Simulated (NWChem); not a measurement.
# IrF6, quartet; SMILES [F][Ir]([F])([F])([F])([F])[F]

In the optimisation the excess spin sits in ag (Ci, its own frame). No frequency run checked for a minimum. def2 effective core potentials on Ir; no spin-orbit coupling.

### Question
Give the equilibrium geometry at PBE0/def2-SVP with def2 effective core potentials on Ir, spin-unrestricted (NWChem) as a list of bonds and angles, with the point group.

### Answer
point group Oh; any orientation.
Bonds (Å): Ir1–F2 1.840, Ir1–F3 1.840, Ir1–F4 1.840, Ir1–F5 1.840, Ir1–F6 1.840, Ir1–F7 1.840. Bond angles (°): F2–Ir1–F3 180.0, F2–Ir1–F4 90.0, F2–Ir1–F5 90.0, F2–Ir1–F6 90.0, F2–Ir1–F7 90.0, F3–Ir1–F4 90.0, F3–Ir1–F5 90.0, F3–Ir1–F6 90.0, F3–Ir1–F7 90.0, F4–Ir1–F5 90.0, F4–Ir1–F6 90.0, F4–Ir1–F7 180.0, F5–Ir1–F6 180.0, F5–Ir1–F7 90.0, F6–Ir1–F7 90.0.
